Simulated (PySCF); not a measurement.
Ionisation energy of Ag²⁺ by level of theory

Ag²⁺ [Kr] 4d9 (2D) → Ag³⁺ [Kr] 4d8 (3F), as a difference of total energies. Computed with PySCF 2.14 in def2-SVP with the def2 core potential (28 electrons), with scalar relativity through the core potential. Correlated levels: valence: 4s2 4p6 frozen. The calculations carry no spin-orbit coupling.

```
           method  ionisation energy (eV)
              UHF                  33.536
             BP86                  35.477
             PBE0                  35.294
    MP2 (valence)                  34.590
SCS-MP2 (valence)                  34.498
```

Q: How much does correlation contribute at MP2 (valence)?

A: 34.590 − (33.536) = 1.054 eV, measured against UHF.

The reference lies between the lowest fine-structure levels, while these numbers refer to the centres of the terms.

Errors of the correlated levels include the incompleteness of this basis and the frozen core.

For comparison: 34.8 ± 0.3 eV (semi-empirical (NIST evaluation); NIST Atomic Spectra Database, ionization energies).
